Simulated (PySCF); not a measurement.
# Static response to an electric field

Species: C₆H₁₀AlNS.
Geometry (PBE0-D3(BJ)/def2-SVP, Å), atoms numbered from 1 in this order:
```
atom  x, y, z in Å
C1     2.8166    1.4620    0.3686
S2     2.7486    0.0017   -0.6805
C3     1.0623   -0.4635   -0.6051
C4     0.6579   -1.5942   -1.3358
C5    -0.6682   -1.9944   -1.2999
C6    -1.5775   -1.2651   -0.5377
N7    -1.1923   -0.1920    0.1552
Al8   -2.5256    0.8849    1.2866
C9     0.0845    0.2080    0.1316
H10    2.1816    2.2716   -0.0189
H11    2.5501    1.2290    1.4096
H12    3.8639    1.7913    0.3385
H13    1.3903   -2.1503   -1.9269
H14   -1.0041   -2.8688   -1.8593
H15   -2.6356   -1.5288   -0.4685
H16   -2.3707    2.3377    0.6119
H17   -3.8652    0.0484    0.9812
H18   -1.8582    0.7349    2.7432
H19    0.3107    1.0943    0.7272
```

Level: B3LYP/def2-SVPD (PySCF), static field, nuclei fixed, core orbitals frozen in the response. The polarisability tensor in these axes (au):

```
x   168.39  13.15  -9.81
y    13.15 127.32  23.89
z    -9.81  23.89 110.42
```

Question: Give the principal values, the mean and the anisotropy Δα = √{½[(α1 − α2)² + (α2 − α3)² + (α1 − α3)²]}.

Answer: Principal values 90.38, 143.35 and 172.39 au; mean 135.38 au = 20.06 Å³ = 22.32 × 10⁻⁴⁰ C²·m²/J; Δα = 72.02 au (53 % of the mean).

Question: What is the dipole moment, and where does it point?

Answer: (5.00, -2.46, -3.08) D, 6.36 D in size, pointing from the negative to the positive side. Measured along this direction, the outermost atoms are H17 at the negative end and H13 at the positive end.

Question: Sum over states: ᾱ = Σ f/ω², ω in Eh. What share falls to these 10 lowest TDDFT singlets (eV, f)? 3.86, 0.0319; 3.94, 0.0366; 3.96, 0.0014; 4.57, 0.0106; 4.71, 0.0005; 4.88, 0.2313; 5.40, 0.0031; 5.42, 0.0000; 5.95, 0.1328; 5.96, 0.0031.

Answer: They add up to 13.90 au, 10.3 % of the 135.38 au; the largest single term is 7.19 au, from the state at 4.88 eV. Terms in order: 1.59, 1.75, 0.06, 0.38, 0.02, 7.19, 0.08, 0.00, 2.77, 0.07 au. Higher excitations give the rest. The strengths listed sum to 0.451.

Question: Refractivity n − 1 of an ideal gas of it at 273.15 K and 1 atm, from the electronic α?

Answer: N = p/kT = 2.6868 × 10¹⁹ cm⁻³, so n − 1 = 2π × N × 20.06 × 10⁻²⁴ cm³ = 3387 × 10⁻⁶ at long wavelengths.

Question: Find the Langevin capture rate constant for H3+ (3.023 u) meeting this molecule (155.035 u), k = 2.342 × 10⁻⁹ cm³/s × √(α in Å³ / reduced mass in u).

Answer: The reduced mass is 2.97 u, so k = 6.09 × 10⁻⁹ cm³/s. The formula leaves out the permanent dipole, which adds to the capture rate.

The structure is a single PBE0-D3(BJ)/def2-SVP conformer in the gas phase; no vibrational or solvent corrections.
